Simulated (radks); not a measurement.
Question: Dipole-allowed excitations along the series with 28 electrons in [Ar] 3d10. All-electron calculation, non-relativistic Kohn-Sham, exchange-only LDA, spin-unpolarised, spherical densities, point nucleus. Program: a radial shooting solver on a logarithmic mesh with Libxc functionals. Time-dependent linear response with the Hartree and adiabatic exchange-only LDA kernel, continuum included through the Sternheimer equations. Lines are the poles of the dipole polarisability below minus the highest occupied eigenvalue, found on a grid refined at the orbital gaps; the lowest seven at most are given, and weak or close lines can be missed. The first line takes the name of the lowest orbital gap if no other gap lies below it; otherwise a line is named after a gap within 0.6 % of it, if that gap stands alone.

| species | -e(HOMO) (eV) | lowest orbital gap (eV) | first line (eV) | f | strongest line (eV) | its f | static alpha (bohr^3) |
|---|---|---|---|---|---|---|---|
| Cu+ | 12.711 | 3d-4p 6.907 | 7.361 (3d-4p) | 0.328 | the first | 0.328 | 8.607 |
| Zn2+ | 29.802 | 3d-4p 15.126 | 15.739 (3d-4p) | 0.443 | the first | 0.443 | 3.036 |
| Ga3+ | 51.390 | 3d-4p 25.393 | 26.131 (3d-4p) | 0.501 | the first | 0.501 | 1.488 |
| Ge4+ | 76.939 | 3d-4p 37.434 | 38.292 (3d-4p) | 0.528 | the first | 0.528 | 0.8651 |
| As5+ | 106.16 | 3d-4p 51.093 | 51.556 (3d-4p) | 0.106 | 83.657 (3d-4f) | 0.539 | 0.5582 |

Estimate the first line of Se6+, its oscillator strength and the static polarisability.

Answer: 67.383 eV (3d-4p), f = 0.539, alpha = 0.3860 bohr^3.
